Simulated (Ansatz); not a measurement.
Born–Oppenheimer molecular dynamics of a periodic cell of 30 atoms, CSO (packed as 10 OCS, density as packed 0.92 g/cm³ with natural masses). It starts from a partly relaxed structure (largest force component 0.22 eV/Å).

All numbers below come from DFT r2SCAN-D3(BJ), scalar-relativistic, plane waves, PAW in Ansatz 0.2.0. Settings: accuracy low, cutoff 500 eV, k mesh 1x1x1, fermi-dirac smearing 0.02 eV, no spin polarisation.

```json
{
 "ensemble": "NVT, Langevin thermostat",
 "time step": "1 fs",
 "steps asked": "170",
 "set temperature": "500 K",
 "friction": "0.02 /fs",
 "seed": "613393"
}
```

Frames 1 fs apart, positions in Å.

Velocities at 140 fs (Å/ps):

```
O -6.94 -0.23 6.23
C -4.87 3.63 -4.65
S -1.48 -1.49 -3.00
O -2.47 -2.60 -3.90
C 4.51 -4.31 1.33
S 6.70 -2.21 -4.88
O -1.82 -6.99 -2.77
C -5.05 -2.19 -7.39
S 0.59 -0.67 -6.34
O 7.98 -6.23 1.05
C -0.95 3.42 -2.07
S -2.63 4.75 0.74
O 0.96 -1.73 5.19
C -2.20 -3.51 8.30
S 3.50 -2.25 -8.27
O -4.85 -1.47 -5.17
C -1.80 6.28 6.41
S -4.30 0.56 3.30
O -6.16 -3.52 -3.15
C 6.13 4.10 -4.04
S -3.51 5.63 3.60
O -3.53 6.25 -3.80
C 7.48 -2.96 -2.25
S 2.26 3.26 -0.68
O 10.43 -3.90 -1.41
C 10.98 3.24 -3.28
S -4.74 1.21 3.59
O 1.15 -4.13 -3.76
C 2.56 -2.98 -5.35
S 0.86 0.14 5.96
```

```xyz
30
Lattice="10.2567 0.0000 0.0000 0.0000 10.2567 0.0000 0.0000 0.0000 10.2567" Properties=species:S:1:pos:R:3 time_fs=140 energy_less_start_eV=1.025 T=430
O 4.879 3.061 0.311
C 5.160 3.037 1.435
S 5.384 3.107 2.981
O 1.266 0.531 3.500
C 1.806 -0.538 3.279
S 2.690 -1.838 2.918
O 9.493 5.359 6.072
C 9.301 5.463 7.226
S 8.992 5.539 8.757
O 0.407 8.157 7.344
C 1.302 7.738 7.931
S 2.438 7.115 8.761
O 7.997 9.578 8.677
C 6.853 9.710 8.955
S 5.432 9.818 9.521
O 7.258 2.818 5.316
C 6.664 2.540 6.253
S 5.917 2.299 7.580
O 6.325 5.942 5.368
C 5.917 6.986 5.570
S 5.497 8.499 5.649
O 7.457 9.718 3.140
C 8.155 8.799 3.415
S 9.003 7.537 3.706
O 1.967 3.613 -1.214
C 1.755 3.898 -0.116
S 1.673 4.455 1.338
O 3.238 1.082 10.131
C 2.111 0.798 10.031
S 0.640 0.421 9.727
30
Lattice="10.2567 0.0000 0.0000 0.0000 10.2567 0.0000 0.0000 0.0000 10.2567" Properties=species:S:1:pos:R:3 time_fs=141 energy_less_start_eV=1.047 T=451
O 4.872 3.061 0.318
C 5.155 3.041 1.431
S 5.383 3.106 2.978
O 1.265 0.526 3.495
C 1.810 -0.541 3.280
S 2.696 -1.841 2.914
O 9.491 5.352 6.071
C 9.296 5.459 7.218
S 8.992 5.539 8.752
O 0.415 8.150 7.346
C 1.300 7.743 7.931
S 2.436 7.119 8.762
O 7.997 9.577 8.683
C 6.852 9.705 8.964
S 5.436 9.816 9.512
O 7.254 2.817 5.310
C 6.662 2.546 6.260
S 5.913 2.300 7.583
O 6.319 5.939 5.365
C 5.923 6.991 5.566
S 5.494 8.505 5.653
O 7.455 9.725 3.136
C 8.162 8.797 3.412
S 9.006 7.540 3.706
O 1.977 3.608 -1.216
C 1.765 3.902 -0.119
S 1.668 4.456 1.341
O 3.239 1.079 10.127
C 2.114 0.795 10.027
S 0.640 0.421 9.733
30
Lattice="10.2567 0.0000 0.0000 0.0000 10.2567 0.0000 0.0000 0.0000 10.2567" Properties=species:S:1:pos:R:3 time_fs=142 energy_less_start_eV=1.039 T=440
O 4.865 3.062 0.324
C 5.150 3.047 1.428
S 5.380 3.104 2.973
O 1.265 0.518 3.489
C 1.815 -0.542 3.279
S 2.702 -1.841 2.909
O 9.490 5.346 6.072
C 9.292 5.454 7.208
S 8.992 5.540 8.747
O 0.420 8.145 7.348
C 1.299 7.748 7.931
S 2.433 7.123 8.762
O 7.996 9.577 8.689
C 6.855 9.698 8.972
S 5.440 9.813 9.503
O 7.249 2.816 5.304
C 6.660 2.550 6.266
S 5.909 2.302 7.587
O 6.313 5.935 5.361
C 5.929 6.997 5.562
S 5.491 8.510 5.657
O 7.455 9.730 3.133
C 8.167 8.800 3.406
S 9.008 7.543 3.706
O 1.986 3.602 -1.218
C 1.776 3.908 -0.121
S 1.662 4.458 1.344
O 3.239 1.075 10.122
C 2.118 0.794 10.023
S 0.640 0.422 9.739
30
Lattice="10.2567 0.0000 0.0000 0.0000 10.2567 0.0000 0.0000 0.0000 10.2567" Properties=species:S:1:pos:R:3 time_fs=143 energy_less_start_eV=0.997 T=416
O 4.861 3.063 0.327
C 5.145 3.054 1.428
S 5.376 3.102 2.968
O 1.266 0.509 3.483
C 1.818 -0.543 3.278
S 2.707 -1.841 2.905
O 9.488 5.342 6.074
C 9.287 5.449 7.198
S 8.992 5.541 8.743
O 0.423 8.140 7.349
C 1.300 7.753 7.933
S 2.430 7.127 8.762
O 7.995 9.576 8.694
C 6.862 9.690 8.979
S 5.444 9.811 9.494
O 7.246 2.815 5.298
C 6.657 2.554 6.270
S 5.905 2.303 7.592
O 6.307 5.931 5.357
C 5.937 7.003 5.558
S 5.489 8.515 5.661
O 7.457 9.734 3.131
C 8.169 8.806 3.400
S 9.010 7.545 3.707
O 1.993 3.597 -1.220
C 1.786 3.913 -0.123
S 1.657 4.460 1.347
O 3.239 1.072 10.117
C 2.122 0.793 10.020
S 0.641 0.425 9.746
30
Lattice="10.2567 0.0000 0.0000 0.0000 10.2567 0.0000 0.0000 0.0000 10.2567" Properties=species:S:1:pos:R:3 time_fs=144 energy_less_start_eV=0.929 T=425
O 4.857 3.065 0.329
C 5.139 3.061 1.431
S 5.372 3.101 2.963
O 1.269 0.500 3.477
C 1.822 -0.542 3.276
S 2.711 -1.839 2.901
O 9.486 5.337 6.075
C 9.283 5.444 7.190
S 8.991 5.541 8.738
O 0.424 8.136 7.349
C 1.304 7.758 7.936
S 2.429 7.131 8.762
O 7.993 9.575 8.698
C 6.870 9.683 8.987
S 5.448 9.808 9.486
O 7.243 2.812 5.294
C 6.655 2.560 6.273
S 5.901 2.305 7.597
O 6.301 5.926 5.353
C 5.946 7.010 5.555
S 5.488 8.520 5.665
O 7.458 9.738 3.131
C 8.168 8.814 3.392
S 9.010 7.548 3.707
O 1.998 3.591 -1.222
C 1.798 3.918 -0.123
S 1.652 4.463 1.350
O 3.239 1.069 10.112
C 2.126 0.792 10.018
S 0.642 0.428 9.753
30
Lattice="10.2567 0.0000 0.0000 0.0000 10.2567 0.0000 0.0000 0.0000 10.2567" Properties=species:S:1:pos:R:3 time_fs=145 energy_less_start_eV=0.848 T=413
O 4.853 3.068 0.329
C 5.131 3.068 1.435
S 5.369 3.100 2.959
O 1.273 0.488 3.471
C 1.826 -0.540 3.272
S 2.714 -1.837 2.897
O 9.486 5.333 6.075
C 9.278 5.440 7.185
S 8.992 5.542 8.732
O 0.424 8.134 7.349
C 1.309 7.761 7.941
S 2.428 7.136 8.762
O 7.992 9.573 8.703
C 6.880 9.677 8.995
S 5.450 9.805 9.478
O 7.239 2.811 5.289
C 6.654 2.566 6.275
S 5.897 2.307 7.602
O 6.294 5.921 5.349
C 5.955 7.018 5.551
S 5.486 8.523 5.670
O 7.460 9.742 3.134
C 8.165 8.823 3.383
S 9.010 7.550 3.707
O 2.002 3.586 -1.224
C 1.809 3.924 -0.123
S 1.646 4.466 1.353
O 3.238 1.066 10.108
C 2.128 0.791 10.017
S 0.641 0.430 9.759
30
Lattice="10.2567 0.0000 0.0000 0.0000 10.2567 0.0000 0.0000 0.0000 10.2567" Properties=species:S:1:pos:R:3 time_fs=146 energy_less_start_eV=0.782 T=433
O 4.849 3.071 0.327
C 5.124 3.075 1.437
S 5.366 3.098 2.954
O 1.280 0.477 3.466
C 1.830 -0.537 3.267
S 2.716 -1.834 2.895
O 9.486 5.328 6.074
C 9.273 5.436 7.184
S 8.992 5.543 8.727
O 0.422 8.133 7.348
C 1.315 7.764 7.947
S 2.427 7.139 8.761
O 7.991 9.570 8.708
C 6.891 9.672 9.004
S 5.451 9.801 9.470
O 7.234 2.809 5.285
C 6.654 2.571 6.277
S 5.894 2.308 7.607
O 6.287 5.917 5.345
C 5.963 7.027 5.547
S 5.485 8.526 5.674
O 7.463 9.744 3.136
C 8.161 8.834 3.375
S 9.008 7.552 3.707
O 2.005 3.580 -1.226
C 1.821 3.930 -0.124
S 1.641 4.470 1.355
O 3.237 1.062 10.105
C 2.128 0.789 10.015
S 0.640 0.430 9.763
```

Of the whole run (170 fs, mean temperature of the second half 480 K): A run of 0.17 ps of so small a system gives no equilibrium averages. Limits of this set-up: coarse k mesh, low accuracy level.

Time of the run: 21 min on 4 threads of AMD EPYC 7R13 Processor (Zen 3), with other jobs on the host, peak memory 1.6 GiB.
